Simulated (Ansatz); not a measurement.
Geometry optimisation, Ansatz 0.2.0, RKS PBE/def2-mTZVP.

Input file:

```yaml
crystal:
  periodic: [false, false, false]
  atoms:
    - { symbol: Ga, position_ang: [-0.157111, 0.351221, 0.191323] }
    - { symbol: H, position_ang: [0.532939, 1.185945, 1.308673] }
    - { symbol: C, position_ang: [0.172398, 0.93199, -1.673574] }
    - { symbol: C, position_ang: [-1.344014, -1.122419, 0.776365] }
    - { symbol: H, position_ang: [2.167325, 0.211614, 1.543981] }
    - { symbol: F, position_ang: [2.615074, -0.531867, 1.226887] }
    - { symbol: H, position_ang: [-0.112965, 1.988166, -1.796345] }
    - { symbol: H, position_ang: [1.248233, 0.869423, -1.897524] }
    - { symbol: H, position_ang: [-0.370484, 0.337609, -2.419624] }
    - { symbol: H, position_ang: [-2.244556, -0.710691, 1.259244] }
    - { symbol: H, position_ang: [-0.837092, -1.742521, 1.529744] }
    - { symbol: H, position_ang: [-1.669748, -1.768472, -0.049149] }
basis:
  gaussian: { orbitals: def2-mTZVP }
hamiltonian:
  xc: pbe
relax:
  f_tol: 0.03
  max_steps: 50
output:
  orbitals: {}
```

Run as:

```bash
$ ansatz run input.yaml --threads 2 --pin off --max-ram 3072MiB --backend cpu --events-out ev --progress --plain --runs-dir out
```

Q: Where does it end, and by what steps?

A: It converged. After 12 steps the energy has fallen by 0.099 eV; F6 moved furthest, 0.45 Å.

```csv
step,energy less start (eV),largest force component (eV/Å),accepted
0,0.0000,1.093,yes
1,-0.0718,0.600,yes
2,-0.0659,0.380,no
3,-0.0867,0.069,yes
4,-0.0861,0.105,no
5,-0.0873,0.035,yes
6,-0.0897,0.084,yes
7,-0.0926,0.105,yes
8,-0.0936,0.224,yes
9,-0.0945,0.205,yes
10,-0.0970,0.276,yes
11,-0.0986,0.045,yes
12,-0.0990,0.021,yes
```

```xyz
12
Properties=species:S:1:pos:R:3
Ga -0.084 0.299 0.199
H 0.594 1.212 1.387
C 0.257 0.926 -1.646
C -1.291 -1.140 0.823
H 1.849 0.281 1.388
F 2.240 -0.504 0.975
H -0.039 1.980 -1.755
H 1.335 0.867 -1.858
H -0.279 0.333 -2.399
H -2.150 -0.708 1.360
H -0.759 -1.793 1.530
H -1.674 -1.753 -0.003
```

Whether the end is a true minimum wasn't checked by a vibrational analysis.

Time of the run: 34 s on 2 threads of Arm Neoverse V1 (shared host), peak memory 0.16 GiB.
